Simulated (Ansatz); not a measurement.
One change: `FC1=N[SiH]1Cl` becomes `C[SiH]1N=C1F`.

Ansatz, PBE0-D4/def2-TZVP geometries, multiplicity 1. 

```json
{"property": "size of the dipole moment (B3LYP/def2-TZVPP) / D", "`FC1=N[SiH]1Cl`": "2.38"}
{"property": "HOMO–LUMO gap (PBE/def2-TZVPP) / eV", "`FC1=N[SiH]1Cl`": "4.46"}
{"property": "LUMO energy (B3LYP/def2-TZVPP) / eV", "`FC1=N[SiH]1Cl`": "-1.17"}
{"property": "HOMO energy (ωB97M-V/def2-TZVPP) / eV", "`FC1=N[SiH]1Cl`": "-9.95"}
{"property": "HOMO energy (B3LYP/def2-TZVPP) / eV", "`FC1=N[SiH]1Cl`": "-7.49"}
{"property": "HOMO–LUMO gap (ωB97M-V/def2-TZVPP) / eV", "`FC1=N[SiH]1Cl`": "10.87"}
```

(1) What does the change do to each property? (Best estimate.)

Results:

(1) Ansatz gave: 
| property | `C[SiH]1N=C1F` | shift |
| --- | --- | --- |
| size of the dipole moment (B3LYP/def2-TZVPP) / D | 3.60 | 1.22 |
| HOMO–LUMO gap (PBE/def2-TZVPP) / eV | 4.52 | 0.06 |
| LUMO energy (B3LYP/def2-TZVPP) / eV | -0.74 | 0.43 |
| HOMO energy (ωB97M-V/def2-TZVPP) / eV | -9.49 | 0.46 |
| HOMO energy (B3LYP/def2-TZVPP) / eV | -7.03 | 0.46 |
| HOMO–LUMO gap (ωB97M-V/def2-TZVPP) / eV | 10.78 | -0.09 |

The zero-point energy changes by 91.2 kJ/mol with +9 modes. Dipoles are sizes alone; their direction can turn.

B3LYP here is the variant with VWN-RPA as its local correlation; programs differ in this.
